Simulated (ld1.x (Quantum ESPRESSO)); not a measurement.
## An all-electron radial function and its pseudo partner (carbon)

Columns: radius, all-electron u(r) and pseudo u(r) of the 2p shell (level -31.77 eV) of carbon in the configuration [He] 2s2 2p0; PBE, scalar-relativistic, PAW scheme, ld1.x (Quantum ESPRESSO) 7.5.

| r (bohr) | all-electron | pseudo |
| --- | --- | --- |
| 0.065 | 0.0297 | 0.0110 |
| 0.130 | 0.0989 | 0.0433 |
| 0.195 | 0.1871 | 0.0950 |
| 0.260 | 0.2818 | 0.1628 |
| 0.325 | 0.3754 | 0.2428 |
| 0.390 | 0.4633 | 0.3304 |
| 0.455 | 0.5428 | 0.4207 |
| 0.520 | 0.6126 | 0.5092 |
| 0.585 | 0.6721 | 0.5917 |
| 0.650 | 0.7217 | 0.6649 |
| 0.715 | 0.7624 | 0.7264 |
| 0.780 | 0.7947 | 0.7749 |
| 0.845 | 0.8184 | 0.8101 |
| 0.910 | 0.8341 | 0.8328 |
| 0.975 | 0.8423 | 0.8443 |
| 1.040 | 0.8439 | 0.8464 |
| 1.105 | 0.8395 | 0.8413 |
| 1.170 | 0.8299 | 0.8307 |
| 1.235 | 0.8159 | 0.8160 |
| 1.300 | 0.7981 | 0.7981 |
| 1.365 | 0.7772 | 0.7772 |
| 1.430 | 0.7538 | 0.7538 |
| 1.495 | 0.7285 | 0.7285 |
| 1.560 | 0.7017 | 0.7017 |
| 1.625 | 0.6740 | 0.6740 |
| 1.690 | 0.6456 | 0.6456 |

Question: How many radial nodes do the two functions have?

Answer: The all-electron 2p function has n − l − 1 = 0; the pseudo-wave has 0.

Question: At about which radius was the pseudo-wave matched?

Answer: 1.30 bohr, where the columns begin to agree (steps of 0.07 bohr).

Question: Is the pseudo-wave norm-conserving?

Answer: No, it belongs to a PAW set: the norm inside the radius is not constrained, and the difference is carried by the augmentation charge.
